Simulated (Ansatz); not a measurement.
`S[SiH2][SiH2][GeH3]` and `O[SiH2][SiH2][GeH3]` differ in one element.

Ansatz, PBE0-D4/def2-TZVP geometries, multiplicity 1. Each molecule was computed in one conformer, which needn't be the lowest.

Scalar relativity is left out up to krypton.

| property | `S[SiH2][SiH2][GeH3]` |
| --- | --- |
| size of the dipole moment (ωB97M-V/def2-TZVPP) / D | 1.05 |
| HOMO–LUMO gap (PBE/def2-TZVPP) / eV | 4.76 |
| HOMO energy (B3LYP/def2-TZVPP) / eV | -7.09 |
| HOMO energy (PBE/def2-TZVPP) / eV | -6.16 |
| HOMO–LUMO gap (B3LYP/def2-TZVPP) / eV | 6.32 |
| LUMO energy (ωB97M-V/def2-TZVPP) / eV | 1.11 |

Question: What does the change do to each property? (An estimate is asked.)

Answer: Computed: 
| property | `O[SiH2][SiH2][GeH3]` | shift |
| --- | --- | --- |
| size of the dipole moment (ωB97M-V/def2-TZVPP) / D | 1.39 | 0.34 |
| HOMO–LUMO gap (PBE/def2-TZVPP) / eV | 5.33 | 0.57 |
| HOMO energy (B3LYP/def2-TZVPP) / eV | -7.60 | -0.51 |
| HOMO energy (PBE/def2-TZVPP) / eV | -6.73 | -0.57 |
| HOMO–LUMO gap (B3LYP/def2-TZVPP) / eV | 6.83 | 0.51 |
| LUMO energy (ωB97M-V/def2-TZVPP) / eV | 1.10 | -0.01 |

Dipoles are sizes alone; their direction can turn.

B3LYP here is the variant with VWN-RPA as its local correlation; programs differ in this.
